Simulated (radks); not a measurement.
Valence configurations of Er II (all share [Xe]). All-electron calculation, scalar-relativistic Kohn-Sham, BLYP, spin-polarised, spherical densities, finite nucleus; open shells are filled with parallel spins first (spin-orbit coupling, left out, can overturn this in heavy ions); Fermi nuclear charge, rms radius 5.2516 fm. Program: a radial shooting solver on a logarithmic mesh with Libxc functionals. Energies are relative to 4f12 6s1; eigenvalues in eV for spin up.

valence           E (eV)  moment (Bohr magnetons)    e(4f)   e(5d)   e(6p)    e(6s)
4f12 6s1           0.000                        3  -10.224       -       -   -9.387
4f11 6s2           2.943                        3  -19.127       -       -  -10.660
4f13               2.811                        1   -4.073       -       -        -
4f12 6s0.5 6p0.5   1.864                        3  -10.929       -  -6.038   -9.779
4f12 6p1           3.740                        3  -11.616       -  -6.379        -
4f12 5d1           2.620                        3   -8.751  -5.971       -        -
4f11 6s1 6p1       6.690                        5  -20.396       -  -7.355  -11.800
4f11.5 6s1.5       0.682                        3  -14.444       -       -  -10.027
4f11.5 6s0.5 6p1   4.439                        4  -15.779       -  -6.871  -10.974
4f11 5d1 6s1       3.817                        5  -16.845  -8.467       -  -10.211

NIST lists [Xe] 4f12 6s1 as the ground configuration; this level of theory agrees among the configurations tried. The energies are those of spherical high-spin densities, not of single terms.
